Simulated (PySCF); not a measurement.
# The third ionisation energy along the third row

All values are computed (PySCF 2.14, energy differences of UHF-based or UKS calculations, no spin-orbit coupling). Values in eV. The last column holds reference values (NIST; (s) semi-empirical, (t) theoretical, else measured). Unmarked ones compare directly (S terms, centres of terms, or small fine structure); those marked * lie between the lowest fine-structure levels and include a spin-orbit shift.

```
                          element               configurations  MP2 (valence)  SCS-MP2 (valence)     LDA     PBE    PBE0  r2SCAN             reference
Al (dyall-av2z, non-relativistic)              [Ne] 3s1 → [Ne]            n/a                n/a  28.798  28.800  28.667  28.358                28.448
Si (dyall-av2z, non-relativistic)          [Ne] 3s2 → [Ne] 3s1         32.757             32.916  33.530  33.393  33.255  32.862                33.493
 P (dyall-av2z, non-relativistic)      [Ne] 3s2 3p1 → [Ne] 3s2         29.697             29.677  30.143  30.185  30.201  30.288              30.203 *
 S (dyall-av2z, non-relativistic)  [Ne] 3s2 3p2 → [Ne] 3s2 3p1         34.448             34.363  34.826  34.792  34.828  34.964    34.86 ± 0.04 (s) *
Cl (dyall-av2z, non-relativistic)  [Ne] 3s2 3p3 → [Ne] 3s2 3p2         39.422             39.252  39.639  39.565  39.641  39.806     39.8 ± 0.11 (s) *
Ar (dyall-av2z, non-relativistic)  [Ne] 3s2 3p4 → [Ne] 3s2 3p3         39.835             39.868  40.784  40.658  40.646  40.576  40.735 ± 0.012 (s) *
```

"Valence" correlates the outer s and p shells and, in groups 3 to 12 and the f block, the outer d or f shell, open or full, or the next shell where the ion has no valence electron left; the wider scheme adds the next inner shell.
